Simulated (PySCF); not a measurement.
Field gradients at the hydrogen positions

Compound: C6H10O2.
Geometry (GFN2-xTB, Å), atoms numbered from 1 in this order:
```xyz
18
C6H10O2 angstrom
C      2.658    0.664   -0.148
O      1.529    0.291   -0.923
C      0.438   -0.079   -0.176
C     -0.480    0.979    0.420
C     -1.723    0.176    0.833
C     -1.804   -1.009   -0.145
C     -0.357   -1.266   -0.501
O      0.533   -1.247    0.592
H      2.909   -0.127    0.564
H      2.474    1.598    0.392
H      3.472    0.802   -0.855
H     -0.029    1.496    1.266
H     -0.707    1.704   -0.363
H     -1.578   -0.208    1.843
H     -2.625    0.783    0.818
H     -2.343   -0.740   -1.054
H     -2.282   -1.876    0.308
H     -0.092   -1.935   -1.308
```

Level: PBE0/pcSseg-1 (PySCF, non-relativistic); Q(2H) = 0.00286 b; rigid geometry, the same for H and D, with no vibrational averaging.

Problem. Rank these positions by the coupling χzz of a deuteron there, largest first.
A. H14 (methylene hydrogen)
B. H12 (methylene hydrogen)
C. H10 (methyl hydrogen)
D. H18 (methine hydrogen)

Solution. D (216 kHz), B (209 kHz), A (205 kHz), C (198 kHz).

Problem. Give the electric field gradient Vzz (the principal value of largest size), its asymmetry and the 2H coupling at each hydrogen.

Solution. 
```json
{"atom": "H9", "bonded to": "C1", "bond length (Å)": "1.093", "Vzz (au)": "0.2925", "η": "0.07", "χzz (kHz)": "197"}
{"atom": "H10", "bonded to": "C1", "bond length (Å)": "1.094", "Vzz (au)": "0.2944", "η": "0.08", "χzz (kHz)": "198"}
{"atom": "H11", "bonded to": "C1", "bond length (Å)": "1.088", "Vzz (au)": "0.3077", "η": "0.07", "χzz (kHz)": "207"}
{"atom": "H12", "bonded to": "C4", "bond length (Å)": "1.089", "Vzz (au)": "0.3115", "η": "0.01", "χzz (kHz)": "209"}
{"atom": "H13", "bonded to": "C4", "bond length (Å)": "1.091", "Vzz (au)": "0.3049", "η": "0.00", "χzz (kHz)": "205"}
{"atom": "H14", "bonded to": "C5", "bond length (Å)": "1.090", "Vzz (au)": "0.3054", "η": "0.03", "χzz (kHz)": "205"}
{"atom": "H15", "bonded to": "C5", "bond length (Å)": "1.088", "Vzz (au)": "0.3132", "η": "0.01", "χzz (kHz)": "210"}
{"atom": "H16", "bonded to": "C6", "bond length (Å)": "1.091", "Vzz (au)": "0.3062", "η": "0.01", "χzz (kHz)": "206"}
{"atom": "H17", "bonded to": "C6", "bond length (Å)": "1.089", "Vzz (au)": "0.3110", "η": "0.01", "χzz (kHz)": "209"}
{"atom": "H18", "bonded to": "C7", "bond length (Å)": "1.081", "Vzz (au)": "0.3213", "η": "0.07", "χzz (kHz)": "216"}
```

Problem. How does χzz go with the bond length over the 10 C–H bonds?

Solution. A straight-line fit has a slope of -14.2 kHz for each 0.01 Å, with a correlation coefficient of -0.91, over lengths from 1.081 to 1.094 Å. The longer bonds have the smaller couplings here.

Isolated species at its GFN2-xTB geometry (one conformer only). GFN2-xTB bond lengths can be off by several hundredths of an ångström, more for odd bonds, and the gradients follow them. The basis is small and wasn't made for field gradients, so the couplings can be 20 % off.
